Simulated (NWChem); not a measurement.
System: C2H4OSi; SMILES C1=C[SiH2]O1

Input file for NWChem:

```
start job
memory heap 200 mb stack 900 mb global 1100 mb
geometry units angstroms noautosym nocenter noautoz
  C     -0.157022    -1.233372     0.000000
  C      1.068337    -0.660884     0.000000
  Si     0.112518     0.911000     0.000000
  O     -1.152370    -0.291611     0.000000
  H     -0.474498    -2.284499     0.000000
  H      2.046636    -1.133555     0.000000
  H      0.062505     1.765986    -1.217794
  H      0.062505     1.765986     1.217794
end
basis spherical
  C library def2-svpd
  Si library def2-svpd
  O library def2-svpd
  H library def2-svpd
end
dft
  xc pbe0
  iterations 150
end
property
  response 1 0.0
end
task dft property
```

Coordinates come from a PBE0/def2-SVP optimisation.

Static field.

Question: What results follow from this input? (PBE0/def2-SVPD.) Quantities: isotropic polarisability (bohr³); anisotropy (bohr³).

Answer: The isotropic polarisability (bohr³) is 49.9. The anisotropy (bohr³) comes out as 15.3.
